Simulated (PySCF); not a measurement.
Computed with PBE-D3(BJ)/def2-TZVP // B3LYP-D3(BJ)/def2-TZVP run with PySCF 2.14.0. All species are isolated molecules in the gas phase. One relaxed conformer stands for a flexible species; it need not be the lowest. Excitations are Tamm–Dancoff values on a coarser integration grid. The basis has no diffuse functions, so Rydberg states are missing or too high.

Reference species (SMILES): `CN=C=[SiH2]` (neutral, multiplicity 1).

```yaml
T1 excitation (TDA): 2.72 eV
HOMO: -4.63 eV
HOMO–LUMO gap: 2.96 eV
```

After one change: the T1 excitation (TDA) falls by 0.65 eV; the HOMO falls by 0.49 eV; the HOMO–LUMO gap decreases by 0.61 eV.

Q: Name the change that produced these shifts. The new species is one of these.
A. `C#CN[SiH3]`
B. `C=NC=[SiH2]` (C–N–C–Si torsion 180°)
C. `C=CN=[SiH2]` (C–C–N–Si torsion 55°)
D. `C1=[SiH]CN1`

A: C, `C=CN=[SiH2]` (C–C–N–Si torsion 55°)
